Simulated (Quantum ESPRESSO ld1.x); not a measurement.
The nitrogen ion N4+, 3 electrons, occupied as [He] 2s1.

Method: scalar-relativistic Kohn-Sham, LDA (Slater exchange, Perdew-Zunger correlation), spin-polarised, spherical densities, point nucleus; open shells are filled with parallel spins first; computed with ld1.x of Quantum ESPRESSO 7.5.

Energy parts (Ry):
| part | energy |
|---|---|
| total | -95.9009 |
| kinetic | 95.7205 |
| electron-nucleus | -205.2304 |
| Hartree | 22.0934 |
| exchange-correlation | -8.4844 |

Orbitals (lengths in bohr, moments of r in powers of bohr):
[
 {"orbital": "1s up", "occ.": "1", "eigenvalue (Ry)": "-35.0483", "<r^4>": "0.01320"},
 {"orbital": "1s down", "occ.": "1", "eigenvalue (Ry)": "-34.9465", "<r^4>": "0.01303"},
 {"orbital": "2s up", "occ.": "1", "eigenvalue (Ry)": "-6.54291", "<r^4>": "2.782"},
 {"orbital": "2s down", "occ.": "0", "eigenvalue (Ry)": "-6.05228", "<r^4>": "3.078"},
 {"orbital": "2p up", "occ.": "0", "eigenvalue (Ry)": "-5.82009", "<r^4>": "2.331"},
 {"orbital": "2p down", "occ.": "0", "eigenvalue (Ry)": "-5.36760", "<r^4>": "2.557"},
 {"orbital": "3s up", "occ.": "0", "eigenvalue (Ry)": "-2.43350", "<r^4>": "78.96"},
 {"orbital": "3s down", "occ.": "0", "eigenvalue (Ry)": "-2.33055", "<r^4>": "91.08"}
]

The highest occupied level is 2s up at -89.021 eV. Summed over all electrons, <r^2> = 1.431 bohr^2, which gives a Langevin (diamagnetic) susceptibility term of -1.13 x 10^-6 cm^3/mol. The density falls to 0.001 e/bohr^3 at r = 2.15 bohr.
